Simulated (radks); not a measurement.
Neutral argon inside a hard spherical wall (all orbitals vanish at R), configuration held at [Ar] and not refilled when levels cross. All-electron calculation, non-relativistic Kohn-Sham, PBE, spin-unpolarised, spherical densities, point nucleus. Program: a radial shooting solver on a logarithmic mesh with Libxc functionals. Eigenvalues in eV, with the zero of energy where the potential of the charges vanishes at infinity; a dash marks a level that is unbound or too diffuse for the functional's potential to be trusted. A positive occupied level is held by the wall or, in an anion where self-interaction has pushed it up, behind a barrier. The pressure on the wall is -dE/dV.

R (bohr)  E (hartree)  kinetic (hartree)    e(2s)    e(2p)    e(3s)    e(3p)  e(4s, empty)  e(4p, empty)  pressure (GPa)
free       -527.34613            526.733  -294.73  -229.77  -24.061  -10.286             -             -               0
15         -527.34613            526.733  -294.73  -229.77  -24.061  -10.286             -             -        < 0.0001
12         -527.34613            526.733  -294.73  -229.77  -24.061  -10.286        -0.124         1.195        < 0.0001
10         -527.34613            526.733  -294.73  -229.77  -24.061  -10.286         0.117         1.762        0.000119
7          -527.34557            526.739  -294.68  -229.72  -24.025  -10.251         1.647         4.432          0.0465
6          -527.34293            526.763  -294.53  -229.57  -23.911  -10.137         3.333         6.950           0.363
5          -527.32764            526.876  -293.93  -228.96  -23.475   -9.684         7.076        12.035            3.06
3.5        -527.06055            528.341  -288.48  -223.45  -19.754   -5.568        27.072        35.638             104
3          -526.58870            530.488  -282.30  -217.16  -15.445   -0.666        46.562        56.725             393
2.5        -525.23222            535.754  -269.98  -204.58   -5.968   10.064        85.781        97.208            1670
